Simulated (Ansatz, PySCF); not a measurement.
Pair of molecules: H2O (SMILES O) (first 3 atoms) with SiH4 (SMILES [SiH4]); geometry from B3LYP-D3(BJ)/def2-TZVP, rigid monomers moved along the line of their centres of mass till O1···Si4 is 3.60 Å.
(charge 0, multiplicity 1):
```xyz
8

O      0.4646     0.3123     0.3475
H      0.0730    -0.4695    -0.0562
H     -0.1175     1.0418     0.1095
Si    -0.2925    -0.1685     3.8367
H     -0.6809    -1.3834     3.0861
H     -0.6547    -0.3734     5.2620
H     -1.0475     1.0018     3.3361
H      1.1620     0.0651     3.7428
```

Counterpoise-corrected where a basis set is named; no monomer relaxation. Rows marked so take none.

Cores are frozen in the correlated methods. CBS(a, b) extrapolates the correlation energy as X⁻³ and adds the Hartree–Fock energy of set b. Rows in 6-311+G**, STO-3G carry no dispersion term and start afresh at each structure.

The values were computed with Ansatz (a program for electronic structure); PySCF for 6-311+G** rows, STO-3G rows, the dispersion terms. Each number belongs to the level named beside it.

```json
[
 {"level": "HF/STO-3G (no counterpoise)", "interaction energy (kcal/mol)": "-0.47"},
 {"level": "PBE/def2-TZVPPD", "interaction energy (kcal/mol)": "-0.95"},
 {"level": "PBE-D4/def2-TZVPPD", "interaction energy (kcal/mol)": "-1.42"},
 {"level": "B3LYP/6-311+G** (no counterpoise)", "interaction energy (kcal/mol)": "-0.69"},
 {"level": "B3LYP/def2-TZVPPD", "interaction energy (kcal/mol)": "-0.49"},
 {"level": "B3LYP-D4/def2-TZVPPD", "interaction energy (kcal/mol)": "-1.20"},
 {"level": "MP2/aug-cc-pV(D+d)Z", "interaction energy (kcal/mol)": "-1.16"},
 {"level": "SCS-MP2/aug-cc-pV(D+d)Z", "interaction energy (kcal/mol)": "…"},
 {"level": "CCSD(T)/CBS(aug-cc-pV(D+d)Z, aug-cc-pV(T+d)Z)", "interaction energy (kcal/mol)": "…"}
]
```

Complete the blanks.


- SCS-MP2/aug-cc-pV(D+d)Z, interaction energy (kcal/mol): -1.02
- CCSD(T)/CBS(aug-cc-pV(D+d)Z, aug-cc-pV(T+d)Z), interaction energy (kcal/mol): -1.33
